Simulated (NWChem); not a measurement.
System: TlCl; SMILES [Cl][Tl]

Here is an NWChem input.

```
start job
memory heap 200 mb stack 700 mb global 900 mb
geometry units angstroms noautosym nocenter noautoz
  Tl     0.000000     0.000000    -0.422017
  Cl     0.000000     0.000000     2.114478
end
basis spherical
  Tl library def2-svp
  Cl library def2-svp
end
ecp
  Tl library def2-ecp
end
dft
  xc xwpbe 1.00 cpbe96 1.0 hfexch 1.00
  cam 0.6 cam_alpha 0.0 cam_beta 1.0
  iterations 150
  vectors input atomic output neutral.movecs
end
task dft energy
charge 1
dft
  odft
  mult 2
  vectors input atomic output cation.movecs
end
task dft energy
```

Coordinates come from a PBE-D3(BJ)/def2-SVP optimisation. def2 effective core potentials on Tl; no spin-orbit coupling.

Ions are spin-unrestricted doublets at the neutral geometry; other ion states weren't tried. Functional: LC-ωPBE (HJS hole) with def2-SVP; the question gives the range parameter ω in 1/bohr.

### Question
Predict the main results of this run. (LC-wPBE (HJS exchange hole, range parameter 0.6 per bohr)/def2-SVP with def2 effective core potentials on Tl, vertical spin-unrestricted ions.) Quantities: vertical ionisation energy, ΔSCF (eV); −ε(HOMO) (eV).

### Answer
* **vertical ionisation energy, ΔSCF (eV)**: 9.73
* **−ε(HOMO) (eV)**: 10.19
